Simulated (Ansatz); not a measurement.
`[NH2][SnH]([F])[Cl]` + H₂O → `[NH2][SnH]([OH])[F]` + HCl at 500 K and 1 bar (formal hydrolysis of the Sn–Cl bond).

Gas-phase electronic energies from Ansatz, PBE0-D4/def2-TZVP geometries. CBS: MP2 limit from def2 TZ/QZ plus the TZ coupled-cluster correction, frozen cores. This one scheme is used for every species. def2 core potentials past Kr. For Sn outer-core shells are correlated without core-valence functions, which leaves a few kJ/mol of doubt a bond. One conformer a species, not always the lowest.

```
              species  CCSD(T)/CBS energy (Eh)  H − E (kJ/mol)  S (J/(mol·K))
`[NH2][SnH]([F])[Cl]`               -830.19021           134.4          405.6
                  H₂O                -76.37941            73.2          206.3
`[NH2][SnH]([OH])[F]`               -446.16360           168.6          408.1
                  HCl               -460.38127            32.5          201.9
```

H − E and S are ideal-gas, rigid-rotor, harmonic terms from PBE0-D4/def2-TZVP, for one conformer and one mirror image of each species. 1 Eh = 2625.50 kJ/mol, R = 8.31446 J/(mol·K).

Q: By hand: ΔE, ΔH, ΔS and ΔG.

A: ΔE = (-446.16360) + (-460.38127) − (-830.19021) − (-76.37941) = 0.02475 Eh = 65.0 kJ/mol. Δ(H − E) = 168.6 + 32.5 − 134.4 − 73.2 = -6.5, so ΔH = 58.5 kJ/mol. ΔS = 408.1 + 201.9 − 405.6 − 206.3 = -1.9 J/(mol·K). ΔG = 58.5 − 500 × (-1.9)/1000 = 59.5 kJ/mol.

Q: By hand: the equilibrium constant, and the temperature at which ΔG would vanish if ΔH and ΔS stayed fixed.

A: log₁₀ K = −ΔG/(RT ln 10) = -6.2. ΔH and −TΔS have one sign here, so there is no such temperature.

The number of gas molecules stays the same, so ΔS is small and ΔH decides. A doubt of 5 kJ/mol in ΔE shifts log₁₀ K by 0.5 here. Other conformers and mirror images would add mixing entropy, several J/(mol·K) or more a flexible species. These are equilibria of isolated gas molecules and say nothing of rates. Largest T1 diagnostic: 0.014 (customary marks: 0.02 for closed shells, 0.045 for open ones).

ΔS is within the doubt of such terms, so its sign, and with it that verdict, could turn.
